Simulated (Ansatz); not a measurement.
Ansatz results at the PBE0-D4/def2-TZVP geometry: HOMO energy (PBE/def2-TZVPP) -4.60 eV; size of the dipole moment (B3LYP/def2-TZVPP) 0.39 D; size of the dipole moment (PBE/def2-TZVPP) 0.34 D.

Each molecule was computed in one conformer, which needn't be the lowest.

**Question.** Which molecule gave them?
A. `C[O][Zr]([O]C)([N](C)C)[N](C)C`
B. `CC(C)[O][Zr]([OH])([OH])[Cl]`
C. `[CH3][Zr]([CH3])([CH3])[OH]`
D. `[OH][Zr]([OH])([OH])[SH]`

**Answer.** A. The others give `CC(C)[O][Zr]([OH])([OH])[Cl]`: -6.77, 3.84, 3.82; `[OH][Zr]([OH])([OH])[SH]`: -5.73, 3.41, 3.39; `[CH3][Zr]([CH3])([CH3])[OH]`: -5.92, 1.30, 1.30.

B3LYP here is the variant with VWN-RPA as its local correlation; programs differ in this.
